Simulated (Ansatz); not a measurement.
Reaction (substitution at a C–N bond): `C#C[NH][SnH3]` + CH₃SH → `C#CSC` + `[NH2][SnH3]`

Program: Ansatz. Geometries: PBE0-D4/def2-TZVP. ΔE: electronic, gas phase. CBS: MP2 limit from def2 TZ/QZ plus the TZ coupled-cluster correction, frozen cores. This one scheme is used for every species. DFT in def2-TZVPP. def2 core potentials past Kr. For Sn outer-core shells are correlated without core-valence functions, which leaves a few kJ/mol of doubt a bond.

| species | ωB97M-V energy (Eh) |
| --- | --- |
| `C#C[NH][SnH3]` | -348.11732 |
| CH₃SH | -438.67380 |
| `C#CSC` | -514.81987 |
| `[NH2][SnH3]` | -271.97521 |

Problem. Work out ΔE.

Solution. ΔE = (-514.81987) + (-271.97521) − (-348.11732) − (-438.67380) = -0.00396 Eh = -10.4 kJ/mol. CCSD(T)/CBS gives -16.0 kJ/mol.

Problem. What do rigid-rotor, harmonic-oscillator terms from PBE0-D4/def2-TZVP frequencies (298.15 K, 1 bar) make of the CCSD(T)/CBS value? (Estimate.)

Solution. Computed: ΔZPE = +5.5 kJ/mol, ΔH = -11.4 kJ/mol, ΔS = -5 J/(mol·K), ΔG = -9.8 kJ/mol.

Largest T1 diagnostic among the species: 0.014.

From PBE to PBE0 (25 % exact exchange), in def2-TZVPP and without D4, ΔE moves by +4.3 kJ/mol. In def2-TZVPP, CCSD(T) changes the Hartree–Fock value by −15.6 kJ/mol (the triples alone add −3.6 kJ/mol) and MP2 by −20.4 kJ/mol.
